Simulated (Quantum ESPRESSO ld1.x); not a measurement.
Values are calculated unless marked as measured or tabulated.
Task: The table gives one normalised radial function P(r) = r R(r) (large component) of Re+ in [Xe] 4f14 5d4 6s1 6p1 (r in bohr). Code: ld1.x of Quantum ESPRESSO 7.5. Model: Dirac Kohn-Sham, PW91, spin-unpolarised, spherical densities, point nucleus; open shells fill j = l - 1/2 first.

r,P
0.0006692,0.0014
0.0009142,0.0019
0.001249,0.0026
0.001706,0.0037
0.002331,0.0053
0.003184,0.0076
0.00435,0.0112
0.005896,0.0164
0.008055,0.0242
0.011,0.0352
0.01503,0.0495
0.02054,0.0659
0.02806,0.0797
0.03833,0.0817
0.05237,0.0585
0.07154,0.0016
0.09774,-0.0745
0.1335,-0.1177
0.1824,-0.0644
0.2472,0.0732
0.3377,0.1715
0.4614,0.0813
0.6303,-0.1491
0.8611,-0.2856
1.176,-0.1540
1.607,0.1846
2.196,0.5047
3,0.6148
4.098,0.4787
5.599,0.2459
7.649,0.0783
10.45,0.0118

Which n and l does it have? It may be an empty orbital.

Result: n = 6, l = 1: the number of nodes gives n - l - 1 = 4, the rise at small r points to l (for j = l - 1/2 the large component starts as r^gamma with gamma = sqrt(l^2 - (Z/c)^2) = 0.84 and the r^(l+1) term takes over further out; the orbital of l - 1 with the same j starts with the same power, but with a larger coefficient, and does not steepen), and the extent must fit the shell. The curve is that of 6p1/2; the two j differ most near the nucleus, where j = l - 1/2 has the larger amplitude, and in heavy atoms j = l - 1/2 is also the more compact. 6p1/2: eigenvalue -8.860 eV, 4 radial nodes at r = 0.0720, 0.213, 0.519, 1.37 bohr, <r> = 3.42 bohr, 90 % of the charge inside 5.04 bohr.
